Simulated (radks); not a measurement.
Ionisation of neutral technetium, [Kr] 4d5 5s2, to [Kr] 4d5 5s1 as the strength of local exchange is varied. Method: scalar-relativistic Kohn-Sham, Slater X-alpha exchange (alpha = 2/3 is LDA exchange), no correlation, spin-polarised, spherical densities, finite nucleus; open shells are filled with parallel spins first (spin-orbit coupling, left out, can overturn this in heavy ions); Fermi nuclear charge, rms radius 4.4112 fm; computed with a radial shooting solver on a logarithmic mesh with Libxc functionals.

alpha  E(Tc) (hartree)  exchange (hartree)  IE (eV)  -e of the level emptied (eV)  <r> of it (bohr)
0.566      -4259.27395          -101.42949    5.358                    2.918 (5s)             3.769
0.612      -4267.53908          -109.88447    5.520                    3.101 (5s)             3.736
0.624      -4269.69782          -112.09530    5.563                    3.150 (5s)             3.727
0.667      -4277.44221          -120.03508    5.721                    3.329 (5s)             3.696
0.87       -4314.19043          -157.88916    6.528                    4.252 (5s)             3.545
0.92       -4323.28911          -167.30652    6.741                    4.497 (5s)             3.508
0.994      -4336.78944          -181.31197    7.068                    4.874 (5s)             3.453

NIST Atomic Spectra Database: 7.119 eV (measured). The central value is not met in this range of alpha. Open shells are spherical and high-spin; term and fine-structure splittings are not resolved.
